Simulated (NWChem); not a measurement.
System: P2H3, doublet; SMILES [PH]P

Here is an NWChem input.

```
start job
memory heap 200 mb stack 900 mb global 1100 mb
geometry units angstroms noautoz
  P     -0.072652    -1.155214    -0.144790
  P     -0.014256     1.047162    -0.101654
  H      1.367007    -1.225262    -0.020366
  H      0.559747     1.255103     1.205044
  H     -1.373426     1.242830     0.326593
end
basis spherical
  P library def2-svp
  H library def2-svp
end
dft
  odft
  mult 2
  xc m06-2x
  grid xfine
  iterations 150
  mulliken
end
task dft gradient
```

Parts of the log:

```
             Northwest Computational Chemistry Package (NWChem) 7.3.0
             --------------------------------------------------------

 C1  symmetry detected

                             Geometry "geometry" -> ""
                             -------------------------

 Output coordinates in angstroms (scale by  1.889725989 to convert to a.u.)

  No.       Tag          Charge          X              Y              Z
 ---- ---------------- ---------- -------------- -------------- --------------
    1 P                   15.0000    -0.06243436    -1.14664268    -0.01533797
    2 P                   15.0000     0.00325290     1.05480592    -0.08633158
    3 H                    1.0000     1.37855389    -1.22244345    -0.11932447
    4 H                    1.0000     0.77898396     1.31879396     1.10056782
    5 H                    1.0000    -1.26981590     1.28120094     0.54379989

 Effective nuclear repulsion energy (a.u.)      79.7683272785

                                 NWChem DFT Module
                                 -----------------

 Summary of "ao basis" -> "ao basis" (spherical)
 ------------------------------------------------------------------------------
       Tag                 Description            Shells   Functions and Types
 ---------------- ------------------------------  ------  ---------------------
 P                          def2-svp                 8       18   4s3p1d
 H                          def2-svp                 3        5   2s1p

            General Information
            -------------------
          SCF calculation type: DFT
          Wavefunction type:  spin polarized.
          No. of atoms     :     5
          No. of electrons :    33
           Alpha electrons :    17
            Beta electrons :    16
          Charge           :     0
          Spin multiplicity:     2
          Use of symmetry is: off; symmetry adaption is: off
          Maximum number of iterations: 150
          AO basis - number of functions:    51
                     number of shells:    25
          Convergence on energy requested:  1.00D-06
          Convergence on density requested:  1.00D-05
          Convergence on gradient requested:  5.00D-04

              XC Information
              --------------
                       M06-2X Method XC Functional
                     Hartree-Fock (Exact) Exchange  0.540
                        M06-2X Exchange Functional  1.000
                      M06-2X Correlation Potential  1.000

             Grid Information
             ----------------
          Grid used for XC integration:  xfine
          Radial quadrature: Mura-Knowles
          Angular quadrature: Lebedev.
          Tag              B.-S. Rad. Rad. Pts. Rad. Cut. Ang. Pts.
          ---              ---------- --------- --------- ---------
          P                   1.00      125          10.0      1454
          H                   0.35      100          11.0      1202
          Grid pruning is: on
          Number of quadrature shells:   550
          Spatial weights used:  Erf1

      Superposition of Atomic Density Guess
      -------------------------------------

 Sum of atomic energies:        -682.57315768

      Non-variational initial energy
      ------------------------------

 Total energy =    -682.905447
 1-e energy   =   -1103.034530
 2-e energy   =     340.360756
 HOMO         =      -0.156439
 LUMO         =       0.079578

     ---------------------------------------------
      Total Density - Mulliken Population Analysis
     ---------------------------------------------

    Atom       Charge   Shell Charges
 -----------   ------   -------------------------------------------------------
    1 P   15    15.12   2.00  1.99  1.22  0.63  5.93  1.26  2.03  0.05
    2 P   15    15.01   2.00  1.99  1.16  0.56  5.93  1.33  1.96  0.08
    3 H    1     0.98   0.65  0.31  0.02
    4 H    1     0.94   0.63  0.29  0.02
    5 H    1     0.95   0.65  0.29  0.02

     --------------------------------------------
      Spin Density - Mulliken Population Analysis
     --------------------------------------------

    Atom       Charge   Shell Charges
 -----------   ------   -------------------------------------------------------
    1 P   15     0.80   0.00  0.00  0.00  0.00  0.01  0.25  0.54  0.00
    2 P   15     0.14   0.00  0.00  0.02  0.02  0.00  0.04  0.05  0.01
    3 H    1     0.00   0.00  0.00  0.00
    4 H    1     0.04   0.03  0.01  0.00
    5 H    1     0.01   0.01  0.00  0.00

   convergence    iter        energy       DeltaE   RMS-Dens  Diis-err
 ---------------- ----- ----------------- --------- --------- ---------
 d= 0,ls=0.0,diis     1   -684.1848411555 -7.64D+02  4.65D-03  2.89D-02
                                                     4.02D-03  2.70D-02
 d= 0,ls=0.0,diis     2   -684.2027741099 -1.79D-02  2.32D-03  4.66D-03
                                                     2.28D-03  4.03D-03
 d= 0,ls=0.0,diis     3   -684.2056355199 -2.86D-03  5.88D-04  5.58D-04
                                                     8.21D-04  8.37D-04
 d= 0,ls=0.0,diis     4   -684.2063677736 -7.32D-04  3.12D-04  9.18D-05
                                                     3.11D-04  5.34D-05
 d= 0,ls=0.0,diis     5   -684.2065029848 -1.35D-04  1.27D-04  3.05D-06
                                                     2.90D-04  2.00D-05
  Resetting Diis
 d= 0,ls=0.0,diis     6   -684.2065520693 -4.91D-05  7.62D-05  2.43D-06
                                                     9.97D-05  1.62D-06
 d= 0,ls=0.0,diis     7   -684.2065591312 -7.06D-06  1.52D-05  1.45D-07
                                                     3.36D-05  3.80D-07
 d= 0,ls=0.0,diis     8   -684.2065600891 -9.58D-07  1.15D-05  1.00D-07
                                                     1.69D-05  1.17D-07
 d= 0,ls=0.0,diis     9   -684.2065604428 -3.54D-07  1.29D-05  1.77D-08
                                                     3.03D-05  6.08D-08
 d= 0,ls=0.0,diis    10   -684.2065607149 -2.72D-07  2.43D-06  2.31D-09
                                                     5.06D-06  2.77D-09

         Total DFT energy =     -684.206560714887
      One electron energy =    -1104.177253335454
           Coulomb energy =      387.708598736674
    Exchange-Corr. energy =      -47.506233394628
 Nuclear repulsion energy =       79.768327278522

 Numeric. integr. density =       33.000000107390

                    DFT Final Alpha Molecular Orbital Analysis
                    ------------------------------------------

 Vector   15  Occ=1.000000D+00  E=-3.845340D-01
              MO Center=  8.4D-02, -2.4D-01,  4.8D-02, r^2= 3.1D+00
   Bfn.  Coefficient  Atom+Function         Bfn.  Coefficient  Atom+Function
  ----- ------------  ---------------      ----- ------------  ---------------
    31      0.254802  2 P  pz                 4      0.252008  1 P  s
     3      0.248362  1 P  s                 28      0.226111  2 P  pz
    21     -0.220813  2 P  s                  8     -0.215487  1 P  px
    11     -0.213151  1 P  px                37     -0.205099  3 H  s
    22     -0.191999  2 P  s                 42      0.191368  4 H  s

 Vector   16  Occ=1.000000D+00  E=-3.265471D-01
              MO Center= -5.8D-02, -2.9D-01, -1.8D-01, r^2= 3.2D+00
   Bfn.  Coefficient  Atom+Function         Bfn.  Coefficient  Atom+Function
  ----- ------------  ---------------      ----- ------------  ---------------
    30      0.282430  2 P  py                12     -0.271542  1 P  py
    13     -0.262638  1 P  pz                 9     -0.248580  1 P  py
    27      0.226984  2 P  py                 4      0.219779  1 P  s
    31     -0.200420  2 P  pz                10     -0.183402  1 P  pz
     3      0.168759  1 P  s                 11     -0.164776  1 P  px

 Vector   17  Occ=1.000000D+00  E=-2.672105D-01
              MO Center=  1.3D-02, -3.8D-01, -4.0D-02, r^2= 3.2D+00
   Bfn.  Coefficient  Atom+Function         Bfn.  Coefficient  Atom+Function
  ----- ------------  ---------------      ----- ------------  ---------------
    13      0.584570  1 P  pz                10      0.387522  1 P  pz
    22      0.246887  2 P  s                 31     -0.237636  2 P  pz
     7     -0.208117  1 P  pz                21      0.187977  2 P  s
    28     -0.188625  2 P  pz                30      0.144725  2 P  py
    42     -0.144877  4 H  s                 43     -0.130565  4 H  s

 Vector   18  Occ=0.000000D+00  E= 4.094319D-02
              MO Center=  1.9D-02, -1.4D-01,  2.7D-04, r^2= 4.0D+00
   Bfn.  Coefficient  Atom+Function         Bfn.  Coefficient  Atom+Function
  ----- ------------  ---------------      ----- ------------  ---------------
    12      0.928124  1 P  py                30      0.885636  2 P  py
    22     -0.564369  2 P  s                  4      0.314801  1 P  s
    43      0.278281  4 H  s                  9      0.270997  1 P  py
    21     -0.254406  2 P  s                 11     -0.252150  1 P  px
    27      0.253173  2 P  py                38      0.253214  3 H  s

 Vector   19  Occ=0.000000D+00  E= 6.456464D-02
              MO Center=  5.1D-01,  1.8D-01,  2.0D-01, r^2= 4.6D+00
   Bfn.  Coefficient  Atom+Function         Bfn.  Coefficient  Atom+Function
  ----- ------------  ---------------      ----- ------------  ---------------
    43      0.966823  4 H  s                 38      0.944957  3 H  s
    31     -0.681793  2 P  pz                11     -0.652305  1 P  px
     4     -0.525890  1 P  s                 22     -0.475210  2 P  s
    30     -0.465580  2 P  py                 3     -0.365925  1 P  s
    29     -0.274922  2 P  px                48      0.224371  5 H  s

 Vector   20  Occ=0.000000D+00  E= 7.005885D-02
              MO Center= -2.8D-01,  7.6D-01,  1.3D-01, r^2= 4.0D+00
   Bfn.  Coefficient  Atom+Function         Bfn.  Coefficient  Atom+Function
  ----- ------------  ---------------      ----- ------------  ---------------
    48      1.131195  5 H  s                 29      1.102711  2 P  px
    11     -0.487256  1 P  px                43     -0.480201  4 H  s
    38      0.476721  3 H  s                 22     -0.353932  2 P  s
    26      0.221889  2 P  px                47      0.210601  5 H  s
     4     -0.164226  1 P  s                 21     -0.162542  2 P  s

                     DFT Final Beta Molecular Orbital Analysis
                     -----------------------------------------

 Vector   14  Occ=1.000000D+00  E=-4.009044D-01
              MO Center=  3.1D-02, -1.3D-02,  1.9D-02, r^2= 3.0D+00
   Bfn.  Coefficient  Atom+Function         Bfn.  Coefficient  Atom+Function
  ----- ------------  ---------------      ----- ------------  ---------------
    37      0.274034  3 H  s                 47      0.264117  5 H  s
    27      0.208753  2 P  py                30      0.197779  2 P  py
     9     -0.186139  1 P  py                 8      0.181106  1 P  px
    38      0.177329  3 H  s                 12     -0.168941  1 P  py
    48      0.163505  5 H  s                 11      0.157832  1 P  px

 Vector   15  Occ=1.000000D+00  E=-3.641530D-01
              MO Center=  3.6D-02, -1.3D-01, -1.9D-02, r^2= 3.2D+00
   Bfn.  Coefficient  Atom+Function         Bfn.  Coefficient  Atom+Function
  ----- ------------  ---------------      ----- ------------  ---------------
    31      0.286008  2 P  pz                 3      0.280374  1 P  s
     4      0.278740  1 P  s                 28      0.241694  2 P  pz
    21     -0.239095  2 P  s                 11     -0.220071  1 P  px
    22     -0.218749  2 P  s                  8     -0.204502  1 P  px
    42      0.198132  4 H  s                  2      0.185954  1 P  s

 Vector   16  Occ=1.000000D+00  E=-3.051837D-01
              MO Center= -5.7D-02,  9.7D-02, -1.8D-01, r^2= 3.4D+00
   Bfn.  Coefficient  Atom+Function         Bfn.  Coefficient  Atom+Function
  ----- ------------  ---------------      ----- ------------  ---------------
    30      0.312966  2 P  py                31     -0.281578  2 P  pz
    12     -0.278640  1 P  py                27      0.241034  2 P  py
     9     -0.235610  1 P  py                 4      0.224737  1 P  s
    28     -0.190387  2 P  pz                22      0.181120  2 P  s
    21      0.178500  2 P  s                  3      0.170706  1 P  s

 Vector   17  Occ=0.000000D+00  E=-7.412613D-02
              MO Center= -1.9D-02, -8.6D-01,  8.2D-03, r^2= 2.7D+00
   Bfn.  Coefficient  Atom+Function         Bfn.  Coefficient  Atom+Function
  ----- ------------  ---------------      ----- ------------  ---------------
    13      0.730359  1 P  pz                10      0.341069  1 P  pz
     7     -0.211229  1 P  pz                22      0.206900  2 P  s
    43     -0.172821  4 H  s                 42     -0.128093  4 H  s
    30      0.122954  2 P  py                21      0.097439  2 P  s
    31     -0.087120  2 P  pz                28     -0.086238  2 P  pz

 Vector   18  Occ=0.000000D+00  E= 5.089903D-02
              MO Center=  5.0D-02, -1.7D-01,  3.6D-02, r^2= 4.1D+00
   Bfn.  Coefficient  Atom+Function         Bfn.  Coefficient  Atom+Function
  ----- ------------  ---------------      ----- ------------  ---------------
    12      0.922551  1 P  py                30      0.825058  2 P  py
    22     -0.602165  2 P  s                 43      0.430166  4 H  s
    38      0.323581  3 H  s                 11     -0.301878  1 P  px
    29     -0.282405  2 P  px                 4      0.261840  1 P  s
    21     -0.256904  2 P  s                  9      0.247204  1 P  py

 Vector   19  Occ=0.000000D+00  E= 7.098546D-02
              MO Center=  4.3D-01,  4.8D-01,  2.8D-01, r^2= 4.4D+00
   Bfn.  Coefficient  Atom+Function         Bfn.  Coefficient  Atom+Function
  ----- ------------  ---------------      ----- ------------  ---------------
    43      1.093075  4 H  s                 31     -0.761818  2 P  pz
    38      0.756048  3 H  s                 30     -0.550308  2 P  py
    22     -0.543589  2 P  s                 11     -0.489760  1 P  px
     4     -0.424909  1 P  s                  3     -0.385414  1 P  s
    29     -0.315633  2 P  px                48      0.252539  5 H  s

     ---------------------------------------------
      Total Density - Mulliken Population Analysis
     ---------------------------------------------

    Atom       Charge   Shell Charges
 -----------   ------   -------------------------------------------------------
    1 P   15    15.00   2.00  1.99  1.26  0.60  5.93  1.38  1.77  0.07
    2 P   15    15.03   2.00  1.99  1.20  0.54  5.93  1.46  1.81  0.10
    3 H    1     1.00   0.72  0.27  0.02
    4 H    1     0.98   0.71  0.26  0.02
    5 H    1     0.98   0.72  0.25  0.02

     --------------------------------------------
      Spin Density - Mulliken Population Analysis
     --------------------------------------------

    Atom       Charge   Shell Charges
 -----------   ------   -------------------------------------------------------
    1 P   15     1.00   0.00  0.00  0.01  0.03  0.01  0.38  0.58  0.00
    2 P   15    -0.00   0.00  0.00  0.01  0.00  0.00  0.00 -0.02  0.01
    3 H    1    -0.04  -0.02 -0.02  0.00
    4 H    1     0.04   0.03  0.01 -0.00
    5 H    1     0.01   0.01  0.00 -0.00

     -------------------------------------------
      Total Density - Lowdin Population Analysis
     -------------------------------------------

[...]

                         DFT ENERGY GRADIENTS

    atom               coordinates                        gradient
                 x          y          z           x          y          z
   1 P      -0.117984  -2.166840  -0.028985   -0.008643  -0.001648  -0.000295
   2 P       0.006147   1.993294  -0.163143    0.002977  -0.002465  -0.008356
   3 H       2.605089  -2.310083  -0.225491    0.007976   0.000162  -0.000377
   4 H       1.472066   2.492159   2.079772    0.004106   0.002531   0.005830
   5 H      -2.399604   2.421119   1.027633   -0.006415   0.001421   0.003198
```

Level: M06-2X/def2-SVP, spin-unrestricted. Coordinates come from a PBE-D3(BJ)/def2-SVP, spin-unrestricted optimisation. No stability test was run on the SCF state.
